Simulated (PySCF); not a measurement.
Molfile (atoms numbered from 1):
```
C3H10ClNSi
     RDKit          3D

 16 15  0  0  0  0  0  0  0  0999 V2000
    1.8362    0.2244   -0.4019 C   0  0  0  0  0  0  0  0  0  0  0  0
    0.8766    0.0201    0.7702 C   0  0  0  0  0  0  0  0  0  0  0  0
   -0.5024   -0.1646    0.3756 N   0  0  0  0  0  0  0  0  0  0  0  0
   -0.7797   -1.4580   -0.2052 C   0  0  0  0  0  0  0  0  0  0  0  0
   -1.5712    1.1531    0.1329 Si  0  0  0  0  0  4  0  0  0  0  0  0
   -1.5626    1.9304   -1.7431 Cl  0  0  0  0  0  0  0  0  0  0  0  0
    1.5151    1.0731   -1.0012 H   0  0  0  0  0  0  0  0  0  0  0  0
    2.8396    0.4157   -0.0300 H   0  0  0  0  0  0  0  0  0  0  0  0
    1.8676   -0.6575   -1.0371 H   0  0  0  0  0  0  0  0  0  0  0  0
    0.9229    0.8920    1.4259 H   0  0  0  0  0  0  0  0  0  0  0  0
    1.1883   -0.8569    1.3501 H   0  0  0  0  0  0  0  0  0  0  0  0
   -0.3412   -1.5700   -1.2021 H   0  0  0  0  0  0  0  0  0  0  0  0
   -0.3785   -2.2442    0.4395 H   0  0  0  0  0  0  0  0  0  0  0  0
   -1.8552   -1.5952   -0.2920 H   0  0  0  0  0  0  0  0  0  0  0  0
   -2.9166    0.6404    0.3637 H   0  0  0  0  0  0  0  0  0  0  0  0
   -1.1465    2.2062    1.0433 H   0  0  0  0  0  0  0  0  0  0  0  0
  1  2  1  0
  2  3  1  0
  3  4  1  0
  3  5  1  0
  5  6  1  0
  1  7  1  0
  1  8  1  0
  1  9  1  0
  2 10  1  0
  2 11  1  0
  4 12  1  0
  4 13  1  0
  4 14  1  0
  5 15  1  0
  5 16  1  0
M  END
```

Geometry: GFN2-xTB; GIAO absolute shieldings from PySCF 2.14.0 with density-fitted response routines, gas phase, non-relativistic, averaged over equivalent atoms.

At mPW1PW91/MINI (48 basis functions, 3.8 s wall time on 1 thread of an Arm Neoverse V2, shared host):
```csv
atoms,σ (ppm)
C2,174.1
C4,178.6
C1,206.1
N3,321.0
Si5,644.3
Cl6,1238.2
H15/H16,27.43
H10/H11,28.72
H12/H13/H14,29.03
H7/H8/H9,29.85
```

What do these become at PBE0/pcSseg-1?

Results:


| atoms | σ at PBE0/pcSseg-1 | change |
| --- | --- | --- |
| C2 | 134.1 | -40.0 |
| C4 | 148.9 | -29.7 |
| C1 | 169.7 | -36.4 |
| N3 | 208.9 | -112.1 |
| Si5 | 369.3 | -275.0 |
| Cl6 | 906.1 | -332.1 |
| H15/H16 | 26.54 | -0.89 |
| H10/H11 | 28.64 | -0.08 |
| H12/H13/H14 | 28.91 | -0.12 |
| H7/H8/H9 | 30.49 | +0.64 |

The largest change is at Cl6 (chlorine bonded to Si). Cost: 166 basis functions, 22 s wall time on 1 thread of an Arm Neoverse V2, shared host. The order of the carbon signals is the same at both levels.
